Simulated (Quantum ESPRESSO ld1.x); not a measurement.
Results of a calculation; reference values are marked as such.
One sound ld1.x (Quantum ESPRESSO 7.5) input for neutral lanthanum gives E = -8486.878 hartree in 33 iterations:

```
 &input
    zed=57.0,
    iswitch=1,
    rel=1,
    lsd=1,
    dft='PZ',
    config='[Xe] 5d1 6s2',
    prefix='ld1',
    max_out_wfc=37,
    file_charge='ld1.rho',
 /
```

Changed or added lines, one case at a time, and what came of them:

- xmin=-14.0: usable despite the warning. The mesh starts very near the nucleus, where rounding noise keeps the residual above the threshold; the energy differs from the sound run by -3e-05 hartree.
- rmax=2.0: not converged. The mesh cuts the orbital tails; the cycle ends with warnings and the numbers are not to be used.
- config='[Xe] 5d1 6s2 7d-1': harmless. A negative occupation marks a state as unused; the result equals that of the sound run.
- config='[Xe] 5d1 6s': refused. The program stops in el_config with "no occupancy field?": each term needs its occupation.
- config='[Xe] 5d1 6s2 8s1': refused. The program stops in el_config with "wrong main quantum number": the config string takes n from 1 to 7 alone.
- xmin=-1.0: refused. The program stops in ld1_readin with "wrong xmin": xmin is refused above -2.
- dx=0.15: inaccurate. The radial step is too large to integrate the orbitals; the run ends without a warning, but the energy is off by +0.01079 hartree against the default mesh.
